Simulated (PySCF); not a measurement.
Isomers of C5H6ClFO2.

All values: PBE0/def2-SVPD (PySCF) at GFN2-xTB geometries, gas phase, one conformer each. Core orbitals are frozen in the response; Δα² is half the sum of the squared differences of the principal polarisabilities.

(1) Rank by mean static polarisability, highest first.
A. `[CH2:1]=[CH:2][C@@H:3]([Cl:4])[C@H:5]([F:6])[C:7](=[O:8])[OH:9]` with C1–C2–C3–Cl4 111°, C2–C3–C5–F6 56°, C3–C5–C7–O8 69°, C5–C7–O9–H 178°
B. `[O:1]=[C:2]([OH:3])/[C:4](=[CH:5]/[Cl:6])[CH2:7][CH2:8][F:9]` with O1–C2–O3–H 0°, O1–C2–C4–C5 0°, C2–C4–C7–C8 75°, C4–C7–C8–F9 64°
C. `[O:1]=[C:2]1[CH2:3][O:4][CH2:5][C@@:6]1([F:7])[CH2:8][Cl:9]` with C5–C6–C8–Cl9 59°, O1–C2–C3–O4 -169°, C2–C3–O4–C5 -27°, C3–O4–C5–C6 31°, O4–C5–C6–F7 94°
D. `[CH3:1][C:2](=[O:3])/[CH:4]=[C:5](/[Cl:6])[O:7][CH2:8][F:9]` with C1–C2–C4–C5 -2°, C4–C5–O7–C8 -176°, C5–O7–C8–F9 173°

(2) Rank by HOMO energy, lowest first.
A. `[O:1]=[C:2]([OH:3])/[C:4](=[CH:5]/[Cl:6])[CH2:7][CH2:8][F:9]` with O1–C2–O3–H 0°, O1–C2–C4–C5 0°, C2–C4–C7–C8 75°, C4–C7–C8–F9 64°
B. `[CH3:1][C:2](=[O:3])/[CH:4]=[C:5](/[Cl:6])[O:7][CH2:8][F:9]` with C1–C2–C4–C5 -2°, C4–C5–O7–C8 -176°, C5–O7–C8–F9 173°
C. `[CH3:1][O:2][C@@H:3]1[CH2:4][C@:5]1([F:6])[C:7](=[O:8])[Cl:9]` with C1–O2–C3–C4 153°, C4–C5–C7–O8 -22°
D. `[CH2:1]=[CH:2][C@@H:3]([Cl:4])[C@H:5]([F:6])[C:7](=[O:8])[OH:9]` with C1–C2–C3–Cl4 111°, C2–C3–C5–F6 56°, C3–C5–C7–O8 69°, C5–C7–O9–H 178°

(3) Rank by polarisability anisotropy Δα, highest first.
A. `[O:1]=[C:2]1[CH2:3][O:4][CH2:5][C@@:6]1([F:7])[CH2:8][Cl:9]` with C5–C6–C8–Cl9 59°, O1–C2–C3–O4 -169°, C2–C3–O4–C5 -27°, C3–O4–C5–C6 31°, O4–C5–C6–F7 94°
B. `[CH3:1][C:2](=[O:3])/[CH:4]=[C:5](/[Cl:6])[O:7][CH2:8][F:9]` with C1–C2–C4–C5 -2°, C4–C5–O7–C8 -176°, C5–O7–C8–F9 173°
C. `[CH3:1][O:2][C@@H:3]1[CH2:4][C@:5]1([F:6])[C:7](=[O:8])[Cl:9]` with C1–O2–C3–C4 153°, C4–C5–C7–O8 -22°
D. `[O:1]=[C:2]([OH:3])/[C:4](=[CH:5]/[Cl:6])[CH2:7][CH2:8][F:9]` with O1–C2–O3–H 0°, O1–C2–C4–C5 0°, C2–C4–C7–C8 75°, C4–C7–C8–F9 64°
E. `[CH2:1]=[CH:2][C@@H:3]([Cl:4])[C@H:5]([F:6])[C:7](=[O:8])[OH:9]` with C1–C2–C3–Cl4 111°, C2–C3–C5–F6 56°, C3–C5–C7–O8 69°, C5–C7–O9–H 178°

## Answers

(1) D (12.96 Å³), B (12.41 Å³), A (12.16 Å³), C (11.21 Å³).

(2) D (-8.10 eV), C (-7.90 eV), A (-7.75 eV), B (-7.40 eV).

(3) B (8.13 Å³), D (6.39 Å³), E (4.39 Å³), C (3.08 Å³), A (0.77 Å³).

All values together:

```json
{"SMILES": "C=C[C@@H](Cl)[C@H](F)C(=O)O", "μ (D)": "1.29", "HOMO (eV)": "-8.10", "LUMO (eV)": "-1.00", "α (Å³)": "12.16", "Δα (Å³)": "4.39"}
{"SMILES": "O=C1COC[C@@]1(F)CCl", "μ (D)": "1.86", "HOMO (eV)": "-7.70", "LUMO (eV)": "-1.79", "α (Å³)": "11.21", "Δα (Å³)": "0.77"}
{"SMILES": "CO[C@@H]1C[C@]1(F)C(=O)Cl", "μ (D)": "2.84", "HOMO (eV)": "-7.90", "LUMO (eV)": "-1.46", "α (Å³)": "12.05", "Δα (Å³)": "3.08"}
{"SMILES": "CC(=O)/C=C(/Cl)OCF", "μ (D)": "4.23", "HOMO (eV)": "-7.40", "LUMO (eV)": "-1.63", "α (Å³)": "12.96", "Δα (Å³)": "8.13"}
{"SMILES": "O=C(O)/C(=C/Cl)CCF", "μ (D)": "2.82", "HOMO (eV)": "-7.75", "LUMO (eV)": "-1.80", "α (Å³)": "12.41", "Δα (Å³)": "6.39"}
```

Conformers: `[CH2:1]=[CH:2][C@@H:3]([Cl:4])[C@H:5]([F:6])[C:7](=[O:8])[OH:9]` with C1–C2–C3–Cl4 111°, C2–C3–C5–F6 56°, C3–C5–C7–O8 69°, C5–C7–O9–H 178°; `[O:1]=[C:2]1[CH2:3][O:4][CH2:5][C@@:6]1([F:7])[CH2:8][Cl:9]` with C5–C6–C8–Cl9 59°, O1–C2–C3–O4 -169°, C2–C3–O4–C5 -27°, C3–O4–C5–C6 31°, O4–C5–C6–F7 94°; `[CH3:1][O:2][C@@H:3]1[CH2:4][C@:5]1([F:6])[C:7](=[O:8])[Cl:9]` with C1–O2–C3–C4 153°, C4–C5–C7–O8 -22°; `[CH3:1][C:2](=[O:3])/[CH:4]=[C:5](/[Cl:6])[O:7][CH2:8][F:9]` with C1–C2–C4–C5 -2°, C4–C5–O7–C8 -176°, C5–O7–C8–F9 173°; `[O:1]=[C:2]([OH:3])/[C:4](=[CH:5]/[Cl:6])[CH2:7][CH2:8][F:9]` with O1–C2–O3–H 0°, O1–C2–C4–C5 0°, C2–C4–C7–C8 75°, C4–C7–C8–F9 64°.
